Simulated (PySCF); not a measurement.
H3OSbTe2, SMILES [OH][Sb]([TeH])[TeH]. Coordinates come from a PBE-D3(BJ)/def2-SVP optimisation. The structure was generated by enumeration; whether it is a known compound was not checked. The def2 effective core potentials stand for the cores of Sb, Te; spin–orbit coupling is left out. The values are those of a single conformer.

Give the equilibrium geometry at PBE-D3(BJ)/def2-SVP (PySCF confirms it by a frequency run) as bond lengths and angles. (An estimate is asked for; the answer gives what the named calculation found.)

This is not unique; one that fits is 
Atoms: Sb1 O2 H3 Te4 H5 Te6 H7. Bond lengths (Å): Sb1–O2 2.023, Sb1–Te4 2.837, Sb1–Te6 2.821, O2–H3 0.980, Te4–H5 1.681, Te6–H7 1.684. Angles (°): O2–Sb1–Te4 96.6, O2–Sb1–Te6 94.6, Te4–Sb1–Te6 100.0, Sb1–O2–H3 106.7, Sb1–Te4–H5 91.0, Sb1–Te6–H7 90.4.
